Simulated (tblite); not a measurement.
Compound: C2H11PSSi2.
Bonds: C1–S2, S2–C3, C3–Si4, Si4–Si5, Si5–P6. Hydrogens: H7, H8, H9 on C1; H10, H11 on C3; H12, H13 on Si4; H14, H15 on Si5; H16, H17 on P6.

The geometry is computed with GFN2-xTB (gas phase).

Q: What internal coordinates does the optimisation give?

A: 
| bond | length (Å) | order |
| --- | --- | --- |
| C1–S2 | 1.814 | single |
| S2–C3 | 1.821 | single |
| C3–Si4 | 1.913 | single |
| Si4–Si5 | 2.326 | single |
| Si5–P6 | 2.245 | single |
| C1–H7, C1–H8, C1–H9 | 1.086 | single |
| C3–H10, C3–H11 | 1.089 | single |
| Si4–H12, Si4–H13 | 1.471 | single |
| Si5–H14, Si5–H15 | 1.470 | single |
| P6–H16, P6–H17 | 1.380 | single |

Bonds in one row agree within 0.01 Å and their mean is given. Orders are formal, as drawn. A selection of angles:
| angle | degrees |
| --- | --- |
| S2–C1–H7 | 109.2 |
| S2–C1–H8 | 106.5 |
| H7–C1–H8 | 110.0 |
| H7–C1–H9 | 110.8 |
| C1–S2–C3 | 100.4 |
| S2–C3–Si4 | 114.3 |
| S2–C3–H10 | 104.1 |
| S2–C3–H11 | 107.4 |
| Si4–C3–H10 | 110.4 |
| Si4–C3–H11 | 112.5 |
| H10–C3–H11 | 107.5 |
| C3–Si4–Si5 | 110.1 |
| C3–Si4–H12 | 107.1 |
| C3–Si4–H13 | 104.8 |
| Si5–Si4–H12 | 113.7 |
| Si5–Si4–H13 | 114.9 |
| H12–Si4–H13 | 105.6 |
| Si4–Si5–P6 | 107.0 |
| Si4–Si5–H14 | 112.4 |
| Si4–Si5–H15 | 116.4 |
| P6–Si5–H14 | 110.7 |
| P6–Si5–H15 | 103.9 |
| H14–Si5–H15 | 106.1 |
| Si5–P6–H16 | 95.6 |
| H16–P6–H17 | 92.4 |

Torsions: C1–S2–C3–Si4 59° (synclinal); S2–C3–Si4–Si5 38° (synclinal); C3–Si4–Si5–P6 -136° (anticlinal). The mirror-image conformer, all signs reversed, is as good.

S2 (sulfide sulfur) is bent (angle 100.4°). Si4 (SiH2 silicon) is distorted tetrahedral (angles from 104.8° to 114.9°). Of the pairs four or more bonds apart, Si4···H9 is among the closest relative to their van der Waals radii: 3.01 Å, 91 % of the sum of Bondi's values. Si5 (SiH2 silicon) is distorted tetrahedral (angles from 103.9° to 116.4°). P6 (three-coordinate phosphorus) is pyramidal (angles 95.6°, 94.9° and 92.4°, sum 282.9°, 0.83 Å off the plane of its three neighbours).

Point group: C1 (no symmetry element, even within 0.4 Å). GFN2-xTB frequencies show an imaginary mode (22i cm⁻¹), so the point is no minimum at that level. Torsions: C1–S2–C3–Si4 59°, S2–C3–Si4–Si5 38°, C3–Si4–Si5–P6 -136°, Si4–Si5–P6–H -161° and -68°. 3 starts were optimised and ended at 0.00, 0.46 and 1.52 kcal/mol (GFN2-xTB); the lowest of these is shown.

Hardware: an Arm Neoverse N1 with one thread, no GPU, on a shared host. Cost: 3.4 s. These figures are those of the optimisation.
